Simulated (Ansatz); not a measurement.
One change: `FC1=CC(F)(F)C1F` becomes `FC1=CC(F)(F)C1`.

Ansatz, PBE0-D4/def2-TZVP geometries, multiplicity 1. 

```json
{"property": "size of the dipole moment (PBE/def2-TZVPP) / D", "`FC1=CC(F)(F)C1F`": "1.99"}
{"property": "HOMO–LUMO gap (PBE/def2-TZVPP) / eV", "`FC1=CC(F)(F)C1F`": "5.64"}
{"property": "HOMO–LUMO gap (PBE0/def2-TZVPP) / eV", "`FC1=CC(F)(F)C1F`": "7.99"}
{"property": "LUMO energy (PBE0/def2-TZVPP) / eV", "`FC1=CC(F)(F)C1F`": "-0.82"}
{"property": "HOMO–LUMO gap (B3LYP/def2-TZVPP) / eV", "`FC1=CC(F)(F)C1F`": "7.49"}
{"property": "zero-point energy (PBE0-D4/def2-TZVP) / kJ/mol", "`FC1=CC(F)(F)C1F`": "148.5"}
```

(1) Give the same properties after the change, and the shifts. (Best estimate.)

Answers

(1) The calculation gave: 
| property | `FC1=CC(F)(F)C1` | shift |
| --- | --- | --- |
| size of the dipole moment (PBE/def2-TZVPP) / D | 1.28 | -0.71 |
| HOMO–LUMO gap (PBE/def2-TZVPP) / eV | 5.63 | -0.01 |
| HOMO–LUMO gap (PBE0/def2-TZVPP) / eV | 7.94 | -0.05 |
| LUMO energy (PBE0/def2-TZVPP) / eV | -0.21 | 0.61 |
| HOMO–LUMO gap (B3LYP/def2-TZVPP) / eV | 7.45 | -0.04 |
| zero-point energy (PBE0-D4/def2-TZVP) / kJ/mol | 168.3 | 19.8 |

With PBE0 the HOMO rises by 0.66 eV and the LUMO rises by 0.61 eV, so the gap narrows by about 0.05 eV. PBE moves the HOMO by 0.60 eV and ωB97M-V by 0.67 eV. Dipoles are sizes alone; their direction can turn.

B3LYP here is the variant with VWN-RPA as its local correlation; programs differ in this.
